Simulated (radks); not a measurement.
Results of a calculation; reference values are marked as such.
Ionisation of Ar3+, [Ne] 3s2 3p3, to Ar4+, [Ne] 3s2 3p2, under several functionals. Scalar-relativistic Kohn-Sham, spin-polarised, spherical densities, finite nucleus; open shells are filled with parallel spins first; a radial shooting solver on a logarithmic mesh with Libxc functionals.

functional	E(Ar3+) (hartree)	Exc (hartree)	IE (eV)	-e(HOMO) (eV)	<r> HOMO (bohr)	IE error (eV)
r2SCAN	-526.31947	-29.73421	59.849	52.402	1.385	+0.269
exchange-only r2SCAN	-525.75111	-29.15711	59.128	51.745	1.389	-0.452
TASK exchange with Perdew-Wang LDA correlation	-526.12851	-29.53092	60.278	52.851	1.382	+0.698

NIST Atomic Spectra Database: 59.6 eV (semi-empirical). Closest: r2SCAN. The Delta-SCF values span 1.15 eV, the total energies 0.57 hartree. The highest occupied level is 3p. Open shells are spherical and high-spin; term and fine-structure splittings are not resolved.
